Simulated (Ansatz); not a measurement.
Reaction (hydrogenolysis of a B–Al bond): `C[B]([AlH2])[GeH3]` + H₂ → `C[BH][GeH3]` + `[AlH3]`

Isolated molecules relaxed with PBE0-D4/def2-TZVP in Ansatz; ΔE leaves out vibrations. CBS: MP2 limit from def2 TZ/QZ plus the TZ coupled-cluster correction, frozen cores. This one scheme is used for every species. DFT in def2-TZVPP. B3LYP here is the variant with VWN-RPA as its local correlation; programs differ in this. For Ge outer-core shells are correlated without core-valence functions, which leaves a few kJ/mol of doubt a bond. Scalar relativity is left out up to krypton.

(1) Is it downhill or uphill in electronic energy at CCSD(T)/CBS, and by how much? (Estimate.)

(2) What do these levels give: r2SCAN-D4, PBE0-D4, B3LYP, HF/def2-TZVPP, MP2/def2-QZVPP, CCSD/CBS(def2)? (An estimate is asked.)

Largest T1 diagnostic among the species: 0.012.

Results:

(1) Computed: Downhill: ΔE = -9.6 kcal/mol.

(2) The calculation gave: r2SCAN-D4 -8.5, PBE0-D4 -8.5, B3LYP -12.4, HF/def2-TZVPP -18.1, MP2/def2-QZVPP -10.1, CCSD/CBS(def2) -11.1 kcal/mol.

The D4 term adds +2.2 kcal/mol with B3LYP and +1.2 kcal/mol with PBE0; it sums over pairs of atoms, weighted by their polarisabilities, and B3LYP, whose exchange is more repulsive, gets the larger term. From PBE to PBE0 (25 % exact exchange), in def2-TZVPP and without D4, ΔE moves by −1.8 kcal/mol.
